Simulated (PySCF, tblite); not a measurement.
**Complex of silanol and 2 × water**

A gas-phase complex of silanol and 2 × water; neutral, singlet. The structure comes from a short search (6 tight-binding starts) and was relaxed by PBE0-D3(BJ)/def2-SVPD; another way of binding may lie lower. No frequency run checks that it is a minimum.

Parts: 1 = silanol (O[SiH3]), atoms 1–6; 2 = water (O), atoms 7–9; 3 = water (O), atoms 10–12.

```xyz
12

O    -0.208    1.045   -0.542
Si   -0.499   -0.600   -0.424
H     0.676    1.402   -0.304
H    -0.307   -1.085    0.976
H     0.411   -1.373   -1.321
H    -1.914   -0.795   -0.841
O     1.810    2.686    0.121
H     2.495    2.953   -0.497
H     1.085    3.335    0.019
O    -0.654    3.758   -0.414
H    -1.280    4.048    0.254
H    -0.833    2.809   -0.551
```
Atom numbers follow the order of the file, from 1.

| contact | kind (by geometry) | distance (Å) | angle (°) |
| --- | --- | --- | --- |
| H3···O7 | hydrogen bond | 1.765 | 154 |
| H9···O10 | hydrogen bond | 1.841 | 151 |
| H12···O1 | hydrogen bond | 1.871 | 149 |

Interaction energies are complex less parts, with the parts frozen as they stand in it; counterpoise-corrected, in kcal/mol (PySCF).

Problem. How strongly do the parts interact, level by level?

Solution. 
```json
{"level": "wB97M-D3(BJ)/def2-TZVPD", "interaction": "-16.94", "superposition error removed": "-0.27"}
{"level": "PBE0-D3(BJ)/def2-TZVPD", "interaction": "-18.11", "superposition error removed": "-0.27"}
{"level": "RI-MP2/def2-TZVPD", "interaction": "-15.38", "superposition error removed": "-1.77"}
```

Problem. What holds them together? Decompose the wB97M-D3(BJ)/def2-TZVPD energy: frozen parts, their antisymmetrised product, then relaxation.

Solution. electrostatic -33.1, Pauli repulsion +34.7, orbital relaxation -16.3, dispersion correction -2.5 kcal/mol, which sum to the value before the counterpoise correction; the Pauli term holds the exchange-correlation of the frozen density too. Of the attraction, 64 % is electrostatic, 31 % is orbital relaxation, 5 % is dispersion correction.

Problem. Are the pair energies additive?

Solution. The pairs sum to -13.76 kcal/mol (1–2 -5.4, 1–3 -3.9, 2–3 -4.5); the rest of -3.18 is a many-body strengthening.

The parts were also relaxed and run alone, at the levels used for the complex: shieldings by PBE0/pcSseg-2; core levels by delta-SCF with SCAN, pcX-2 on the ionised atom and pcseg-1 elsewhere, spin-free X2C.

Values alone: O1–H3 bond (Å): 0.959; shielding of H3 (ppm): 31.08; shielding of O7 (ppm): 328.9; shielding of H9 (ppm): 30.85; shielding of O10 (ppm): 328.9; O1 1s core level (eV): 538.74; O7 1s core level (eV): 539.76; O10 1s core level (eV): 539.76.

Problem. How do these values change when the complex forms?

Solution. 
| property | alone | in the complex | change |
| --- | --- | --- | --- |
| O1–H3 bond (Å) | 0.959 | 0.983 | +0.023 |
| shielding of H3 (ppm) | 31.08 | 24.92 | -6.15 |
| shielding of O7 (ppm) | 328.9 | 305.8 | -23.0 |
| shielding of H9 (ppm) | 30.85 | 25.63 | -5.22 |
| shielding of O10 (ppm) | 328.9 | 309.4 | -19.5 |
| O1 1s core level (eV) | 538.74 | 538.11 | -0.63 |
| O7 1s core level (eV) | 539.76 | 539.30 | -0.46 |
| O10 1s core level (eV) | 539.76 | 539.30 | -0.46 |
